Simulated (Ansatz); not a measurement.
C₂H₅FGaNO, SMILES `N/C(F)=[C](\O)[GaH2]`, relaxed with RKS PBE0-D4/def2-TZVP in the Gaussian-basis code of Ansatz from a GFN2-xTB geometry. The force threshold is 0.005 eV/Å; the program also tests the step.

Charge 0, multiplicity 1.

Start:

```xyz
11

N     1.973   -0.684   -0.632
C     0.869   -0.170    0.002
F     1.140    0.332    1.268
C    -0.431   -0.101   -0.298
O    -0.908   -0.540   -1.527
Ga   -1.469    0.676    1.217
H     1.832   -0.823   -1.621
H     2.850   -0.245   -0.388
H    -1.867   -0.417   -1.525
H    -0.957    1.196    2.586
H    -3.034    0.777    0.918
```

How much energy does the relaxation release, and in how many steps? (Best estimate.)

The calculation gave: 8.26 kcal/mol, in 8 steps.

Which bonds change most? (An estimate is asked.)

The calculation gave: C4–Ga6 from 1.995 to 1.924 Å; C2–F3 from 1.389 to 1.333 Å; Ga6–H11 from 1.596 to 1.576 Å; N1–C2 from 1.373 to 1.359 Å.

Give the relaxed structure. (Best estimate.)

Computed: 
```xyz
11

N     1.881   -0.683   -0.703
C     0.962   -0.124    0.129
F     1.502    0.301    1.271
C    -0.364   -0.028   -0.089
O    -0.738   -0.500   -1.349
Ga   -1.613    0.677    1.193
H     1.537   -0.850   -1.635
H     2.817   -0.314   -0.645
H    -1.683   -0.372   -1.453
H    -1.202    1.177    2.610
H    -3.100    0.716    0.671
```
